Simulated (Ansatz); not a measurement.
One geometry of the cluster B₂As, several levels of theory.

```yaml
crystal:
  periodic: [false, false, false]
  atoms:
    - {symbol: B, position_ang: [1.061553, -0.162397, 0.000391]}
    - {symbol: B, position_ang: [-0.330527, -0.818237, -0.006194]}
    - {symbol: As, position_ang: [-0.731016, 0.980634, 0.005803]}
basis:
  gaussian: {orbitals: STO-3G}
magnetization: {spin_polarized: true, initial_magnetization: 1}
hamiltonian: {xc: hf}
scf: {omitted_lower_state_checks: [starts]}
output: {orbitals: {seedname: orbitals}}
```

The file start.molden holds the orbitals of an earlier run on this structure, at another level or in another basis.

```sh
$ ansatz run in.yaml --threads 4 --pin off --events-out ev --progress --plain --max-ram 3916MiB
```

Shortened log:

```
Functional definition: HF
306 factors; integrals over basis functions are off by at most 1.8e-4 eV
mean field evaluation 1: about -61434.5021 eV, gradient 1.3e1 eV
mean field evaluation 2: about -61434.5214 eV, gradient 1.3e1 eV
mean field evaluation 4: about -61437.1897 eV, gradient 4.1e0 eV
mean field evaluation 8: about -61438.1538 eV, gradient 8.5e-1 eV
mean field evaluation 16: about -61438.3986 eV, gradient 2.4e-1 eV
mean field -61438.46380557 eV, -2257.8219003684 hartree, gradient 1.6e-5 eV, S^2 1.526301; 0 other end points of the search recorded, 0 dependent functions left out
reference -61438.46380557 eV, -2257.8219003684 hartree; 22, 21 occupied and 6, 7 virtual orbitals, 306 factors
Total energy: -61438.46380557 eV, -2257.8219003684 hartree
Checks for a lower state left out: starts
```

As the first input, with `gaussian: {orbitals: def2-TZVPD, initial_orbitals: start.molden}`, `hamiltonian: {xc: pbe, dispersion: d4}` (abridged; 1.6 s):

```
Functional definition: PBE
mean field -62178.33577291 eV, -2285.0116936649 hartree, gradient 4.2e-5 eV, S^2 0.764710
Total energy: -62178.41538097 eV, -2285.0146192069 hartree
Checks for a lower state left out: starts
```

As the first input, with `gaussian: {orbitals: def2-TZVP, initial_orbitals: start.molden}`, `correlation: {method: mp2}` and without the key `hamiltonian` (abridged; 0.95 s):

```
Functional definition: HF
mean field -62135.05925756 eV, -2283.4213110597 hartree, gradient 4.7e-6 eV, S^2 1.245067
11 core orbitals not correlated: weight in the atoms' cores, before any rotation towards them, 1.000 or more for the frozen orbitals, at most 0.000 for the correlated occupied ones
second order -10.83632729 eV of doubles, -0.00000000 eV of singles
Total energy: -62145.89558485 eV, -2283.8195387423 hartree
Checks for a lower state left out: starts
```

As the first input, with `gaussian: {orbitals: def2-TZVP, initial_orbitals: start.molden}`, `hamiltonian: {xc: {name: PBE-QIDH}}` and without the key `output` (abridged; 2.6 s):

```
Functional definition: PBE-QIDH
mean field -62166.50618649 eV, -2284.5769643821 hartree, gradient 2.8e-6 eV, S^2 0.883153
11 core orbitals not correlated: weight in the atoms' cores, before any rotation towards them, 1.000 or more for the frozen orbitals, at most 0.000 for the correlated occupied ones
second order -13.07929454 eV of doubles, -0.00000000 eV of singles
Total energy: -62170.86596097 eV, -2284.7371831392 hartree
Checks for a lower state left out: starts
```

The first input with `gaussian: {orbitals: 6-31G}` (abridged; 0.4 s):

```
Functional definition: HF
mean field evaluation 16: about -62124.3508 eV, gradient 2.5e-1 eV
mean field evaluation 32: about -62124.3868 eV, gradient 1.3e-2 eV
mean field -62124.38681630 eV, -2283.0291060772 hartree, gradient 1.8e-5 eV, S^2 1.319122
Total energy: -62124.38681630 eV, -2283.0291060772 hartree
Checks for a lower state left out: starts
```

As the first input, with `gaussian: {orbitals: def2-TZVP, initial_orbitals: start.molden}`, `hamiltonian: {xc: lda}` (abridged; 0.55 s):

```
Functional definition: SPW92
mean field -62084.98059240 eV, -2281.5809540596 hartree, gradient 1.5e-5 eV, S^2 0.763203
Total energy: -62084.98062035 eV, -2281.5809550864 hartree
Checks for a lower state left out: starts
```

As the first input, with `gaussian: {orbitals: def2-TZVP, initial_orbitals: start.molden}`, `hamiltonian: {xc: {name: B3LYP}, dispersion: d4}` (abridged; 1.3 s):

```
Functional definition: B3LYP
mean field -62190.66967208 eV, -2285.4649560989 hartree, gradient 3.3e-5 eV, S^2 0.764429
Total energy: -62190.80339130 eV, -2285.4698701897 hartree
Checks for a lower state left out: starts
```

Geometry: PBE-D4/def2-TZVP.

The 6-31G sets use Cartesian d functions. B3LYP takes the VWN-RPA correlation. Correlated methods freeze 11 core orbitals; core or outer-core shells of As are correlated, in sets that lack core-valence functions. At HF/STO-3G, MP2/def2-TZVP, PBE-QIDH/def2-TZVP, HF/6-31G the charge 0 doublet is spin-contaminated (final ⟨S²⟩ up to 1.53, 0.75 for a pure state). The structure comes from a short search, and lower isomers may exist.
